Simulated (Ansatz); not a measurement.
A run for Ansatz (a first-principles code): R-PBE/def2-TZVPP on C2H4 (SMILES C=C).

Ansatz 0.2 input:
```yaml
crystal:
  periodic: [false, false, false]
  atoms:
    - {symbol: C, position_ang: [0.00000000, -0.00000000, 0.66231028]}
    - {symbol: C, position_ang: [0.00000000, -0.00000000, -0.66231028]}
    - {symbol: H, position_ang: [-0.00000000, 0.92156059, 1.23180037]}
    - {symbol: H, position_ang: [-0.00000000, -0.92156059, 1.23180037]}
    - {symbol: H, position_ang: [-0.00000000, 0.92156059, -1.23180037]}
    - {symbol: H, position_ang: [-0.00000000, -0.92156059, -1.23180037]}
basis:
  gaussian:
    orbitals: def2-TZVPP
hamiltonian:
  xc: {name: PBE}
scf: {lower_state_search: off}
```

Program output:

```
WARN ansatz: RAYON_NUM_THREADS=1 ignored (pool sized by the plan → 1); use --threads N
Functional definition: PBE
these checks for a lower state are left out or cut short: stability, starts, cluster_reference, orbital_swaps, neighbouring_geometries, increment
integrals: 0.02 GiB planned
596 factors; their error is unknown
mean field: 0.26 GiB planned
mean field evaluation 1: about -2128.1798 eV, gradient 5.7e1 eV
mean field evaluation 2: about -2118.5890 eV, gradient 8.0e1 eV
mean field evaluation 4: about -2136.1480 eV, gradient 8.0e-1 eV
mean field evaluation 8: about -2136.1369 eV, gradient 5.9e-3 eV
mean field -2136.13694728 eV, -78.5015848868 hartree, gradient 2.6e-6 eV, S^2 0.000000; 0 other end points of the search recorded, 0 dependent functions left out
reference -2136.13697806 eV, -78.5015860181 hartree; 8, 8 occupied and 110, 110 virtual orbitals, 596 factors
Total energy: -2136.13697806 eV, -78.5015860181 hartree
Checks for a lower state left out: stability, starts, cluster_reference, orbital_swaps, neighbouring_geometries, increment
```

The calculation finished and met its thresholds.

Cost: about 0.4 core-seconds (a rough figure).
